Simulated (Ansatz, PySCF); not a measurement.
Reaction (SMILES): C[SiH](C)[SiH3] → C[SiH](C)[SiH2-] + H+
Structures are relaxed separately at B3LYP-D3(BJ)/def2-TZVP in Ansatz (an electronic-structure program), one conformer each, not searched for the lowest. Frequencies are from Ansatz or PySCF.

Wanted: gas-phase deprotonation energy (enthalpy at 298 K, with B3LYP-D3(BJ) rigid-rotor harmonic-oscillator terms), in eV. Cores are frozen in the correlated levels unless marked. Spin-orbit coupling is left out. Non-relativistic unless marked X2C. Anions need diffuse functions: aug- sets have them; def2-D sets add few; the other sets have none. Basis-set limits of correlation are two-point, X^-3; Hartree-Fock from the larger set.

```json
[
 {"level": "HF/cc-pV(T+d)Z", "program": "Ansatz", "gas-phase deprotonation energy (eV)": "16.27"},
 {"level": "HF/cc-pV(Q+d)Z", "program": "Ansatz", "gas-phase deprotonation energy (eV)": "16.23"},
 {"level": "PBE-D4/def2-TZVPD", "program": "Ansatz + dftd4", "gas-phase deprotonation energy (eV)": "15.51"},
 {"level": "BLYP-D4/def2-TZVPD", "program": "Ansatz + dftd4", "gas-phase deprotonation energy (eV)": "15.58"},
 {"level": "revPBE-D4/def2-TZVPD", "program": "Ansatz + dftd4", "gas-phase deprotonation energy (eV)": "15.55"},
 {"level": "B97M-V/def2-TZVPD", "program": "Ansatz", "gas-phase deprotonation energy (eV)": "15.62"},
 {"level": "BHLYP-D3(BJ)/def2-TZVPD", "program": "Ansatz + dftd3", "gas-phase deprotonation energy (eV)": "15.99"},
 {"level": "BHLYP/def2-TZVPD", "program": "Ansatz", "gas-phase deprotonation energy (eV)": "15.99"},
 {"level": "HSE06-D3(BJ)/def2-TZVPD", "program": "Ansatz + dftd3", "gas-phase deprotonation energy (eV)": "15.73"},
 {"level": "HSE06/def2-TZVPD", "program": "Ansatz", "gas-phase deprotonation energy (eV)": "15.73"},
 {"level": "CAM-B3LYP-D3(BJ)/def2-TZVPD", "program": "Ansatz + dftd3", "gas-phase deprotonation energy (eV)": "15.83"},
 {"level": "CAM-B3LYP-D4/def2-TZVPD", "program": "Ansatz + dftd4", "gas-phase deprotonation energy (eV)": "15.79"},
 {"level": "B2GP-PLYP-D3(BJ)/def2-TZVPD", "program": "Ansatz + dftd3", "gas-phase deprotonation energy (eV)": "15.81"},
 {"level": "RPA@PBE/cc-pV(Q+d)Z", "program": "Ansatz", "gas-phase deprotonation energy (eV)": "15.95"},
 {"level": "RI-MP2/aug-cc-pV(Q+d)Z", "program": "Ansatz", "gas-phase deprotonation energy (eV)": "15.75"},
 {"level": "RI-MP2/cc-pV(Q+d)Z", "program": "Ansatz", "gas-phase deprotonation energy (eV)": "15.80"},
 {"level": "CCSD/STO-3G", "program": "Ansatz", "gas-phase deprotonation energy (eV)": "21.33"},
 {"level": "CCSD/6-31G*", "program": "Ansatz", "gas-phase deprotonation energy (eV)": "16.04"},
 {"level": "CCSD(T)/cc-pV(T+d)Z", "program": "Ansatz", "gas-phase deprotonation energy (eV)": "15.87"},
 {"level": "X2C-CCSD(T)/cc-pVTZ-DK", "program": "Ansatz", "gas-phase deprotonation energy (eV)": "15.84"},
 {"level": "CCSD(T)/CBS(aug-cc-pV(T+d)Z,aug-cc-pV(Q+d)Z)", "program": "Ansatz", "gas-phase deprotonation energy (eV)": "15.77"}
]
```
